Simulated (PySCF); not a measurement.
# Exercise with solution: oscillator strength and radiative lifetime

Ga(H)(SH)2 (GaH3S2), SMILES [SH][GaH][SH].

The structure is a stationary point at PBE-D3(BJ)/def2-SVP. The values are those of a single conformer.

TDDFT-PBE0/def2-SVPD in PySCF puts the first singlet state with f over 0.02 at 5.30 eV (vertical), with the transition dipole (0.000, -0.814, 0.000) in atomic units.

**Question.** Find the oscillator strength, the wavelength and the radiative lifetime that this transition would have in vacuum if emission retraced absorption.

**Answer.** 
|μ|² = 0.6626 au, so |μ| = 2.07 D. ΔE = 5.30/27.211 = 0.1948 hartree. f = (2/3) ΔE |μ|² = 0.086 (the program prints 0.086).
λ = 1239.84/5.30 = 234 nm; ν = 42747 cm⁻¹.
Einstein's coefficient A = 0.6670 ν² f s⁻¹ (ν in cm⁻¹) = 1.0e8 s⁻¹, so τ = 1/A = 9.5 ns. This state is S1. The figure is the radiative limit of this one transition; relaxation, internal conversion, crossing to triplets and a medium change what is measured.
